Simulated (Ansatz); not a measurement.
Job for Ansatz (an electronic-structure program): U-CCSD(T)/cc-pVTZ on BBrH2 (SMILES BBr), a point of a bond scan (R = 5.138 Å). The run froze 15 orbitals, filled d shells among them.

Ansatz 0.2 input:
```yaml
crystal:
  periodic: [false, false, false]
  atoms:
    - {symbol: B, position_ang: [-0.84896739, -1.29115255, 0.21121296]}
    - {symbol: H, position_ang: [-0.47171957, -2.07374537, 1.01486037]}
    - {symbol: H, position_ang: [-1.82647135, -1.42145963, -0.44309788]}
    - {symbol: Br, position_ang: [1.94799242, 2.96260541, -0.48463728]}
basis:
  gaussian:
    orbitals: cc-pVTZ
correlation: {method: ccsd_t, electrons: outside_noble_gas}
scf: {omitted_lower_state_checks: [cluster_reference]}
magnetization: {spin_polarized: true, initial_magnetization: 0}
```

The log:

```
WARN ansatz: RAYON_NUM_THREADS=1 ignored (pool sized by the plan → 1); use --threads N
Functional definition: HF
these checks for a lower state are left out or cut short: cluster_reference
integrals: 0.17 GiB planned
601 factors; integrals over basis functions are off by at most 9.3e-4 eV
mean field: 0.26 GiB planned
mean field evaluation 1: about -70695.0175 eV, gradient 1.6e1 eV
mean field evaluation 2: about -70695.0172 eV, gradient 1.6e1 eV
mean field evaluation 4: about -70696.5647 eV, gradient 8.4e0 eV
mean field evaluation 8: about -70697.5969 eV, gradient 8.4e-1 eV
mean field evaluation 16: about -70697.6430 eV, gradient 1.2e-2 eV
mean field evaluation 32: about -70698.6427 eV, gradient 1.3e1 eV
mean field evaluation 64: about -70700.7626 eV, gradient 4.4e-4 eV
mean field evaluation 96: about -70700.7756 eV, gradient 1.5e-1 eV
mean field evaluation 128: about -70700.7702 eV, gradient 1.2e-1 eV
mean field evaluation 160: about -70700.7736 eV, gradient 4.6e-1 eV
mean field evaluation 192: about -70700.7572 eV, gradient 7.1e-1 eV
mean field evaluation 224: about -70697.6430 eV, gradient 6.8e-5 eV
mean field -70700.77754807 eV, -2598.2056521834 hartree, gradient 2.1e-6 eV, S^2 1.011093; 19 other end points of the search recorded, 0 dependent functions left out
15 core orbitals not correlated
reference -70700.77754807 eV, -2598.2056521834 hartree; 6, 6 occupied and 80, 80 virtual orbitals, 601 factors
second order -5.87200954 eV of doubles, -0.00000000 eV of singles
coupled cluster: 0.37 GiB planned
cycle   1  -6.64932159 eV  change   -7.8e-1 eV  update   5.6e-2
cycle   2  -6.89554244 eV  change   -2.5e-1 eV  update   1.9e-2
cycle   3  -6.90777199 eV  change   -1.2e-2 eV  update   5.4e-3
cycle   4  -6.90763827 eV  change    1.3e-4 eV  update   1.9e-3
cycle   5  -6.90760300 eV  change    3.5e-5 eV  update   1.0e-3
cycle   6  -6.90773094 eV  change   -1.3e-4 eV  update   3.4e-4
cycle   7  -6.90781173 eV  change   -8.1e-5 eV  update   1.9e-4
cycle   8  -6.90778867 eV  change    2.3e-5 eV  update   1.1e-4
cycle   9  -6.90777301 eV  change    1.6e-5 eV  update   5.6e-5
cycle  10  -6.90778471 eV  change   -1.2e-5 eV  update   3.7e-5
cycle  11  -6.90779515 eV  change   -1.0e-5 eV  update   3.0e-5
cycle  12  -6.90779699 eV  change   -1.8e-6 eV  update   2.2e-5
cycle  13  -6.90778875 eV  change    8.2e-6 eV  update   1.0e-5
coupled cluster: 0.37 GiB planned
perturbative correction -0.17485799 eV, -0.0064259128 hartree
Total energy: -70707.86019482 eV, -2598.4659346505 hartree
Checks for a lower state left out: cluster_reference
```

The calculation finished and met its thresholds. Its determinant has ⟨S²⟩ = 1.01, a mixture of spin states.

Cost: about 16 core-seconds (a rough figure).
